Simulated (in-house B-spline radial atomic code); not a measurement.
Whole-atom quantities along the 25-electron series, configuration [Ar] 3d7. Breit and QED terms are first order and not part of the total energy; the density at the nucleus is averaged over the nuclear charge. Computed with a radial B-spline atomic code at the basis-set limit: Dirac-Hartree-Fock, average of the configuration, finite nuclei.

| ion | Z | E/Z² (Eh) | Σ<r²> (bohr²) | n(0)/Z³ (bohr⁻³) | Lamb diamagnetic shielding (ppm) | repulsion over attraction | Breit energy (eV) | self-energy (eV) | vacuum polarisation (eV) | Dirac less non-relativistic energy (Eh) |
| --- | --- | --- | --- | --- | --- | --- | --- | --- | --- | --- |
| Br10+ | 35 | -2.0954 | 5.2271 | 1.0123 | 3035.69 | 0.1311 | 34.845 | 26.069 | -2.6086 | -32.597 |
| Kr11+ | 36 | -2.1149 | 4.7557 | 1.0349 | 3143.55 | 0.12824 | 38.324 | 28.752 | -2.9285 | -36.798 |
| Rb12+ | 37 | -2.1337 | 4.3476 | 1.0586 | 3251.84 | 0.12546 | 42.034 | 31.627 | -3.2779 | -41.403 |
| Sr13+ | 38 | -2.1519 | 3.9914 | 1.0831 | 3360.57 | 0.12277 | 45.984 | 34.703 | -3.6589 | -46.439 |
| Zr15+ | 40 | -2.1864 | 3.4015 | 1.1353 | 3579.48 | 0.11764 | 54.638 | 41.489 | -4.5241 | -57.917 |
| Nb16+ | 41 | -2.2028 | 3.1553 | 1.1621 | 3689.7 | 0.1152 | 59.358 | 45.218 | -5.0128 | -64.416 |
| Mo17+ | 42 | -2.2188 | 2.9353 | 1.1891 | 3800.47 | 0.11284 | 64.35 | 49.184 | -5.542 | -71.463 |
| Tc18+ | 43 | -2.2343 | 2.7377 | 1.2197 | 3911.8 | 0.11056 | 69.625 | 53.396 | -6.1145 | -79.092 |
| Ru19+ | 44 | -2.2493 | 2.5596 | 1.2493 | 4023.72 | 0.10835 | 75.189 | 57.864 | -6.7326 | -87.333 |
| Rh20+ | 45 | -2.264 | 2.3983 | 1.2821 | 4136.26 | 0.10622 | 81.052 | 62.599 | -7.3996 | -96.224 |
| Pd21+ | 46 | -2.2783 | 2.2519 | 1.3155 | 4249.44 | 0.10415 | 87.223 | 67.611 | -8.118 | -105.8 |
| Ag22+ | 47 | -2.2922 | 2.1185 | 1.3512 | 4363.28 | 0.10215 | 93.71 | 72.912 | -8.8914 | -116.1 |
| Cd23+ | 48 | -2.3057 | 1.9966 | 1.3863 | 4477.8 | 0.10021 | 100.52 | 78.512 | -9.7224 | -127.15 |
| In24+ | 49 | -2.319 | 1.8848 | 1.4254 | 4593.04 | 0.098331 | 107.67 | 84.423 | -10.615 | -139.01 |
| Sn25+ | 50 | -2.332 | 1.7821 | 1.4648 | 4709.02 | 0.096512 | 115.16 | 90.658 | -11.573 | -151.7 |
| Sb26+ | 51 | -2.3447 | 1.6875 | 1.5063 | 4825.77 | 0.094748 | 123 | 97.229 | -12.6 | -165.29 |
| Te27+ | 52 | -2.3571 | 1.6002 | 1.5478 | 4943.31 | 0.093038 | 131.21 | 104.15 | -13.699 | -179.79 |
| I28+ | 53 | -2.3693 | 1.5193 | 1.5942 | 5061.68 | 0.091379 | 139.79 | 111.43 | -14.877 | -195.28 |
| Xe29+ | 54 | -2.3813 | 1.4444 | 1.6409 | 5180.9 | 0.089768 | 148.75 | 119.09 | -16.136 | -211.78 |
| Cs30+ | 55 | -2.3931 | 1.3747 | 1.6908 | 5301.01 | 0.088204 | 158.1 | 127.14 | -17.481 | -229.36 |
| Ba31+ | 56 | -2.4047 | 1.3099 | 1.742 | 5422.03 | 0.086685 | 167.85 | 135.6 | -18.918 | -248.05 |
| La32+ | 57 | -2.4162 | 1.2494 | 1.7966 | 5544.01 | 0.085208 | 178.01 | 144.48 | -20.453 | -267.93 |

Question: With what power of Z does the column «self-energy (eV)» change over this range?

Answer: A fit of the logarithm of its size against log Z from Z = 35 to 57 has slope 3.51. One-loop self-energy scales as Z⁴F(Zα), with F falling from low Z to about Z = 90.
